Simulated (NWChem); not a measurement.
**Extrapolating the CCSD correlation energy of boron oxyfluoride (BFO)**

```xyz
3

F      0.0000     0.0000    -1.1962
B      0.0000     0.0000     0.0865
O      0.0000     0.0000     1.2917
```
Charge 0, spin multiplicity 1.

Program: NWChem. The geometry was optimised at PBE0/def2-SVP, a minimum by its harmonic frequencies.

The correlated methods keep 3 core orbitals frozen. Coupled-cluster values serve here as a point of comparison, not as the truth.

Worked example. The CCSD correlation energy is -448.55 mHa in cc-pVDZ and -567.02 mHa in cc-pVTZ. The form E(X) = E∞ + A/X³ turns the pair into an estimate of the basis-set limit.

E∞ = (3³·(-567.02) − 2³·(-448.55))/(3³ − 2³) = -616.9 mHa. The larger basis holds 92 % of that. This is a two-point estimate, and a rough one from so small a pair.
